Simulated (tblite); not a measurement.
Problem. Write Cartesian coordinates for `C=CC(=O)C(=O)[SiH2][SiH2]P` as optimised with GFN2-xTB.

Solution. 
```
atom  x, y, z in Å
C1     3.8154   -0.3471   -1.0808
C2     2.8530   -0.8930   -0.3432
C3     1.4803   -0.3822   -0.3669
O4     1.0746    0.5268   -1.0726
C5     0.4602   -1.0691    0.5049
O6     0.7146   -1.5983    1.5623
Si7   -1.2853   -0.7974   -0.2372
Si8   -1.8957    1.4043    0.2355
P9    -3.9897    1.8851   -0.4236
H10    3.5909    0.4767   -1.7401
H11    4.8344   -0.6931   -1.0489
H12    3.0322   -1.7146    0.3354
H13   -2.1319   -1.8206    0.3920
H14   -1.1849   -1.1369   -1.6603
H15   -1.8960    1.6772    1.6824
H16   -1.0562    2.4199   -0.4042
H17   -4.5631    0.7299    0.0768
H18   -3.8613    1.3388   -1.6880
```

Any rigid rotation of these coordinates is as good. Atoms count from 1 in this order. The 3 C–C bonds span 1.330 Å (C1=C2, drawn double) to 1.507 Å (C3–C5, drawn single), a spread of 0.177 Å. Si8 (SiH2 silicon) is distorted tetrahedral (angles from 104.4° to 114.6°). Of the pairs four or more bonds apart, O4···Si8 is among the closest relative to their van der Waals radii: 3.36 Å, 93 % of the sum of Bondi's values. P9 (three-coordinate phosphorus) is pyramidal (angles 95.8°, 95.6° and 92.3°, sum 283.7°, 0.83 Å off the plane of its three neighbours).

Bonds between heavy atoms (Å): C1=C2 1.330, C2–C3 1.465, C3=O4 1.220, C3–C5 1.507, C5=O6 1.209, C5–Si7 1.916, Si7–Si8 2.333, Si8–P9 2.247.

Computed geometry: GFN2-xTB, gas phase.

Point group: C1 (no symmetry element, even within 0.4 Å). Its lowest GFN2-xTB frequency is 7i cm⁻¹, too small to tell a flat minimum from a shallow saddle. The numbers are those of one conformer (C1–C2–C3–O4 3°, C2–C3–C5–O6 31°, C3–C5–Si7–Si8 -75°, C5–Si7–Si8–P9 -176°, Si7–Si8–P9–H 45° and -48°). 3 starts were optimised and ended at 0.00, 0.30 and 0.33 kcal/mol (GFN2-xTB); the lowest of these is shown.
